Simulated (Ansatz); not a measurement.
Start from `CC[SiH2]C` and change one atom or group to get `C[SiH2]CCCl`.

Ansatz, PBE0-D4/def2-TZVP geometries, multiplicity 1. Each molecule was computed in one conformer, which needn't be the lowest.

```csv
property,`CC[SiH2]C`
LUMO energy (B3LYP/def2-TZVPP) / eV,0.66
HOMO–LUMO gap (PBE/def2-TZVPP) / eV,7.13
size of the dipole moment (B3LYP/def2-TZVPP) / D,0.80
HOMO energy (PBE0/def2-TZVPP) / eV,-8.24
HOMO energy (B3LYP/def2-TZVPP) / eV,-8.04
HOMO energy (PBE/def2-TZVPP) / eV,-6.95
```

Task: What does the change do to each property? (Best estimate.)

Result: Ansatz gave: 
| property | `C[SiH2]CCCl` | shift |
| --- | --- | --- |
| LUMO energy (B3LYP/def2-TZVPP) / eV | 0.10 | -0.56 |
| HOMO–LUMO gap (PBE/def2-TZVPP) / eV | 6.24 | -0.89 |
| size of the dipole moment (B3LYP/def2-TZVPP) / D | 2.03 | 1.23 |
| HOMO energy (PBE0/def2-TZVPP) / eV | -8.19 | 0.05 |
| HOMO energy (B3LYP/def2-TZVPP) / eV | -7.93 | 0.11 |
| HOMO energy (PBE/def2-TZVPP) / eV | -6.82 | 0.13 |

With PBE0 the HOMO rises by 0.05 eV and the LUMO falls by 0.59 eV, so the gap narrows by about 0.64 eV. PBE moves the HOMO by 0.13 eV and ωB97M-V by 0.03 eV. Dipoles are sizes alone; their direction can turn.

B3LYP here is the variant with VWN-RPA as its local correlation; programs differ in this.
